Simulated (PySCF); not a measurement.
Worked example: chemical shift, span and skew from a shielding tensor

ZnF2, SMILES [F][Zn][F]. Atoms are numbered in the order given.

```xyz
3

Zn     0.0000     0.0000     0.0000
F      0.0000     0.0000    -1.7405
F      0.0000     0.0000     1.7405
```

Geometry: B3LYP-D3(BJ)/def2-TZVP. The isomer is the one that the SMILES or the coordinates give; other isomers of the formula were not compared.

GIAO shieldings from PySCF with HF/pcSseg-2, non-relativistic, no solvent. The symmetric part of the tensor of F2 has the principal values 490.0, 498.2, 498.2 ppm. The same nucleus in CFCl3 has σ = 237.3 ppm at this level (PySCF, at its B3LYP-D3(BJ)/def2-TZVP geometry).

Task: Work out the isotropic shielding, the ¹⁹F shift against CFCl3, the span and the skew.

Result: 
σ(iso) = (σ11 + σ22 + σ33)/3 = 495.5 ppm. δ = σ(ref) − σ(iso) = 237.3 − (495.5) = -258.2 ppm.
Span Ω = σ33 − σ11 = 8.2 ppm. Skew κ = 3(σ(iso) − σ22)/Ω = -1.00, an axial tensor. Tumbling in solution averages the tensor to δ; in a static solid the shielding alone would spread this spin-1/2 line over Ω.
